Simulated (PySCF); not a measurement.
C3H6BN3, SMILES N1B(NC)N=CC=1.

The structure is a stationary point at B3LYP-D3(BJ)/def2-SVP. This is a generated structure with no PubChem entry under its InChIKey; it may be hypothetical. One conformer was computed; it need not be the lowest.

All values below come from PBE0/def2-TZVP (PySCF).

Symmetry labels are those of the subgroup Cs that the program uses (full group Cs).

**Question.** List the valence orbital energies around the gap with their symmetry. (Estimate from the structure and the level; the computed values follow.)

**Answer.** 
```
orbital  symmetry  energy (eV)
-------  --------  -----------
HOMO−7         A'       -11.60
HOMO−6         A"       -11.18
HOMO−5         A'       -11.15
HOMO−4         A'       -10.77
HOMO−3         A"        -8.32
HOMO−2         A"        -7.98
HOMO−1         A'        -7.59
HOMO           A'        -7.51
LUMO           A"        -2.42
LUMO+1         A'         1.07
LUMO+2         A"         1.43
LUMO+3         A'         2.05
```
